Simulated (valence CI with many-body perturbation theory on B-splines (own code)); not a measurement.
Results of a calculation; reference values are marked as such.
**Ir27+: what each term of the Hamiltonian does**

Level of theory: valence CI with perturbative core correlation (CI+MBPT): four valence electrons over a frozen Dirac-Fock core [Kr] 4d10, radial functions for each j: 8 s, 8 p, 9 d, 9 f, 6 g, 3 h, 2 i, with the one-electron correlation potential Σ1, the two-electron term Σ2, the three-electron term Σ3, Breit, model QED; selected CI, second order for the rest, scaled by the run's own slope (own B-spline code, finite nucleus).

No measured spectrum was set against this ion. As an estimate, large intervals hold to a few tenths of a per cent, small ones and those within an open d or f shell to about a per cent. Core correlation moves these levels by up to 5000 cm⁻¹, and in measured spectra 5 to 20 % of such shifts remained as error; rates that hang on mixing are uncertain with them. Only levels of the ground parity were solved; by the run's estimate the other parity begins above the list, which can be wrong where configurations are misplaced.

Each rung adds one term. CI alone is the Dirac-Coulomb CI over the frozen core; QED comes last and gives the full result, which names the levels. Energies are above (4f5/2^4) J=4 on the same rung, in cm⁻¹.

Levels are named by their leading jj configuration (3d3/2^4 stands for four electrons in 3d with j = 3/2), which in mixed levels can hold well under half, so a name can repeat and another be missing. Letters in brackets count levels of one name in rising energy.

| Level | CI alone |
| --- | --- |
| (4f5/2^3 4f7/2) J=5 [a] | 20049 |
| (4f5/2^2 4f7/2^2) J=6 [a] | 36316 |
| (4f5/2^4) J=2 | 38710 |
| (4f5/2^3 4f7/2) J=7 [a] | 48514 |
| (4f5/2^3 4f7/2) J=1 [a] | 49015 |
| (4f5/2^3 4f7/2) J=4 [a] | 50417 |
| (4f5/2^3 4f7/2) J=8 [a] | 58053 |
| (4f5/2^3 4f7/2) J=3 [a] | 57557 |
| (4f5/2^3 4f7/2) J=2 [a] | 61746 |
| (4f5/2^3 4f7/2) J=2 [b] | 64392 |
| (4f5/2^3 4f7/2) J=3 [b] | 64682 |
| (4f5/2^2 4f7/2^2) J=6 [b] | 69896 |
| (4f5/2^3 4f7/2) J=5 [b] | 73761 |
| (4f5/2^3 4f7/2) J=7 [b] | 75759 |
| (4f5/2^2 4f7/2^2) J=4 [a] | 77767 |
| (4f5/2^3 4f7/2) J=8 [b] | 82376 |

Problem. What do these energies become with core correlation, Breit and QED?

Solution. (4f5/2^3 4f7/2) J=5 [a] 20297 (+248); (4f5/2^2 4f7/2^2) J=6 [a] 36057 (-259); (4f5/2^4) J=2 37250 (-1460); (4f5/2^3 4f7/2) J=7 [a] 47310 (-1203); (4f5/2^3 4f7/2) J=1 [a] 48611 (-404); (4f5/2^3 4f7/2) J=4 [a] 49490 (-926); (4f5/2^3 4f7/2) J=8 [a] 55913 (-2140); (4f5/2^3 4f7/2) J=3 [a] 56662 (-896); (4f5/2^3 4f7/2) J=2 [a] 59915 (-1831); (4f5/2^3 4f7/2) J=2 [b] 62512 (-1880); (4f5/2^3 4f7/2) J=3 [b] 63120 (-1562); (4f5/2^2 4f7/2^2) J=6 [b] 68953 (-943); (4f5/2^3 4f7/2) J=5 [b] 72234 (-1527); (4f5/2^3 4f7/2) J=7 [b] 74090 (-1669); (4f5/2^2 4f7/2^2) J=4 [a] 76750 (-1017); (4f5/2^3 4f7/2) J=8 [b] 80055 (-2322).

Problem. How does the ionisation energy move along the ladder, and which term matters most?

Solution. CI alone 890.29, + Σ1 893.79, + Σ2 902.81, + Σ3 902.87, + Breit 902.74, + QED 902.81 eV. The largest step is Σ2, 9.02 eV. NIST lists 920 ± 50 eV (theoretical).
